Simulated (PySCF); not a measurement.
**TeBr at PBE**

Level: PBE. PySCF, spin-free X2C with a Gaussian nucleus, basis sets Te x2c-TZVPPall, Br x2c-TZVPPall.

```
state                                            : ²Π (doublet), unpaired electrons π ↑
bond length                                      : 2.485 Å
harmonic wavenumber                              : 262 cm⁻¹
force constant                                   : 1.99 mdyn/Å
rotational constant Be                           : 0.05560 cm⁻¹
anharmonicity ωexe                               : 0.629 cm⁻¹
vibration–rotation constant αe                   : 0.000175 cm⁻¹
well depth De to Te + Br                         : 264 kJ/mol
dissociation energy D0                           : 262 kJ/mol
bond order (Mayer)                               : 1.26
dipole moment (positive dipole means Te(−)Br(+)) : -0.86 D
```

Spin–orbit coupling is left out, which matters for elements this heavy, above all for dissociation energies. The state was picked by a PBE0 search and need not be the measured ground state.
